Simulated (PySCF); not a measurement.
Steps of a relaxation of Eu(SH)3

Eu(SH)3 (singlet in the valence; each metal's 4f electrons, 6 of them, lie in its core potential, out of spins and levels). PySCF 2.14.0, RKS PBE0, Eu lcecp-1-SVP with ECP52, S def2-SVP, H def2-SVP; non-relativistic Hamiltonian with scalar-relativistic core potentials where named; density fitting; no spin-orbit coupling. Origin of the start: displaced along the imaginary mode. Columns: position (Å) and force (eV/Å). Energies are counted from the last step; some of the 30 steps are shown. Forces carry noise of the integration grid, about 0.01 to 0.03 eV/Å.

Run from Python with OMP_NUM_THREADS=2. Where DIIS fails, smearing, a level shift and second-order steps follow.
It took 2.3 min on 2 threads of Arm Neoverse V2 (shared host), from the converged density of the start.

```xyz
7
step 0  E = 0.383 eV
Eu    0.0000    0.0000   -0.3667     0.00    0.00    0.03
S     2.4538   -0.0068    0.5267    -0.15    0.06    0.58
H     2.1162    0.2500    1.8365     0.14   -0.05   -0.59
S    -1.2210    2.1284    0.5267     0.03   -0.16    0.57
H    -1.2746    1.7077    1.8365    -0.03    0.15   -0.58
S    -1.2328   -2.1216    0.5267     0.12    0.10    0.57
H    -0.8416   -1.9577    1.8365    -0.11   -0.10   -0.58
```

```xyz
7
step 10  E = 0.071 eV
Eu    0.0000    0.0000   -0.0873     0.00    0.00    0.04
S     2.4188   -0.3966    0.7750     0.01    0.02    0.03
H     2.3603    0.7516    1.4951     0.03   -0.01   -0.04
S    -0.8659    2.2931    0.7750    -0.02    0.00    0.03
H    -1.8310    1.6683    1.4951     0.00    0.03   -0.04
S    -1.5529   -1.8964    0.7750     0.01   -0.03    0.03
H    -0.5292   -2.4198    1.4951    -0.02   -0.01   -0.04
```

```xyz
7
step 19  E = 0.015 eV
Eu    0.0000    0.0000    0.5118     0.00    0.00    0.03
S     2.5553   -0.3884    0.8735     0.06    0.09    0.04
H     2.8814    0.8904    1.1969    -0.06   -0.11   -0.05
S    -0.9413    2.4072    0.8735    -0.11    0.00    0.04
H    -2.2118    2.0501    1.1969     0.12    0.00   -0.05
S    -1.6140   -2.0187    0.8735     0.05   -0.09    0.04
H    -0.6695   -2.9406    1.1969    -0.06    0.11   -0.05
```

Q: Where does the relaxation end?

A: It converges at step 29 in nearly C3h:
```xyz
7
step 29  E = 0
Eu    0.0000    0.0000    0.9128
S     2.5799   -0.4061    0.9716
H     2.9027    0.9094    0.9651
S    -0.9382    2.4373    0.9716
H    -2.2389    2.0591    0.9651
S    -1.6417   -2.0312    0.9716
H    -0.6638   -2.9685    0.9651
```

Q: How did the contacts change?

A: 
```
    contact  start (Å)  end (Å)
Eu1–S2 (SH)      2.611    2.612
Eu1–S4 (SH)      2.611    2.612
Eu1–S6 (SH)      2.611    2.612
```


An lcecp potential fixes the number of 4f electrons, so in runs with it no electron can move into or out of that shell.
